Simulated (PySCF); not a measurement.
NMR data simulated for an unnamed compound:

1H NMR (400 MHz, computed): δ 6.83 (d of quint, J = 3.0, 1.2 Hz, 1H), 6.70 (dd, J = 6.3, 1.1 Hz, 1H), 6.60 (dd, J = 6.3, 3.0 Hz, 1H), 2.19 (d, J = 1.3 Hz, 3H), 2.04 (d, J = 4.2 Hz, 1H), 1.83 (d, J = 4.2 Hz, 1H), 1.82 (s, 1H), 1.78 (s, 3H).

13C{1H} NMR (computed): δ 147.7 (CH), 144.9 (CH), 135.0 (CH), 132.8 (C), 103.8 (C), 91.8 (C), 85.4 (C), 70.0 (CH), 55.7 (C), 35.0 (CH2), 32.2 (C), 21.8 (CH3), 6.6 (CH3).

Computational details: geometry from PBE0-D3(BJ)/def2-SVP, spin–spin couplings from B3LYP/pcJ-1 (without the spin–dipole term), shieldings: GIAO PBE/pcSseg-1, in PySCF 2.14.0 with density-fitted response routines (non-relativistic Hamiltonian, equivalent nuclei averaged, one computed conformer, no solvent).

References, each an isolated molecule treated in the same way: 1H (σref 31.20) and 13C (σref 180.03) vs TMS.

Question: Which of these does the molecule contain: a three-membered ring, a nitrile, an OH group, a non-aromatic C=C double bond, a vinyl group CH=CH2, a C≡C triple bond?

Answer: 
- A three-membered ring: yes.
- A nitrile: no.
- An OH group: no.
- A non-aromatic C=C double bond: yes.
- A vinyl group CH=CH2: no.
- A C≡C triple bond: yes (δC 70.0, 91.8; δH 1.82 (s)).

The data belong to `[C@]12([C@](C#C)(C)C1)C=CC=C2C#CC`, C13H12; they needn't prove each group on their own.

Carbon signals by region: 5 in the sp2 and nitrile region (100–160 ppm), 4 at 50–100 ppm, 4 below 50 ppm.

Multiplet labels drop couplings under 1 Hz and merge nearly equal ones. Unscaled 3J(H,H) at this level run about 10 % above measured values. Shifts are as computed. Against solution values, carbons near 30 ppm lie about +2 ppm off and those near 130 ppm about +2 ppm. Of 1211 compounds with measured shifts, 218 miss one by over three times the rms of a fit or turn the order of signals round; such compounds aren't used in these exercises.
